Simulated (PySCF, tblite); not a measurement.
Isomers of C2H11NOSi2, one GFN2-xTB conformer each. Single-point energies are computed at PBE0/pcSseg-1 (PySCF, gas phase, no added dispersion term), electronic only.

Question: Rank them by PBE0/pcSseg-1 energy, lowest first (kcal/mol).
A. `[CH3:1][CH2:2][Si@@H:3]([NH2:4])[O:5][SiH3:6]` with C1–C2–Si3–N4 -169°, C2–Si3–N4–H -56° and 167°, C2–Si3–O5–Si6 -38°
B. `[CH3:1][NH:2][SiH2:3][CH2:4][SiH2:5][OH:6]` with C1–N2–Si3–C4 64°, N2–Si3–C4–Si5 52°, Si3–C4–Si5–O6 -43°, C4–Si5–O6–H 25°
C. `[CH3:1][O:2][CH2:3][SiH2:4][NH:5][SiH3:6]` with C1–O2–C3–Si4 -73°, O2–C3–Si4–N5 -38°, C3–Si4–N5–Si6 2°

Answer: A (0.0), B (25.1), C (61.7).

As drawn, the lowest has an Si–O bond, which the highest lacks. GFN2-xTB itself gives, in the same order: 0.0, 38.9, 57.2. Both levels put the same isomer lowest; measured from each level's own lowest isomer, the values differ by up to 13.8 kcal/mol (CN[SiH2]C[SiH2]O: 38.9 against 25.1).

Which frontier levels, dipoles and rotational constants go with these structures?

| SMILES | HOMO (eV, PBE0/pcSseg-1) | LUMO (eV) | dipole (D) | A, B, C (MHz) |
| --- | --- | --- | --- | --- |
| CC[Si@@H](N)O[SiH3] | -7.30 | 0.49 | 1.20 | 2561, 1633, 1111 |
| CN[SiH2]C[SiH2]O | -7.25 | 0.61 | 2.84 | 3029, 1623, 1236 |
| COC[SiH2]N[SiH3] | -7.16 | 0.41 | 1.41 | 2540, 1963, 1320 |

What happens when harmonic zero-point energies from GFN2-xTB frequencies are added?

```json
{"SMILES": "CC[Si@@H](N)O[SiH3]", "ZPE (kcal/mol)": "79.9", "electronic (kcal/mol)": "0.0", "with ZPE (kcal/mol)": "0.0"}
{"SMILES": "CN[SiH2]C[SiH2]O", "ZPE (kcal/mol)": "79.8", "electronic (kcal/mol)": "25.1", "with ZPE (kcal/mol)": "24.9"}
{"SMILES": "COC[SiH2]N[SiH3]", "ZPE (kcal/mol)": "78.3", "electronic (kcal/mol)": "61.7", "with ZPE (kcal/mol)": "60.1"}
```

The zero-point energies span 1.6 kcal/mol. The order is unchanged.
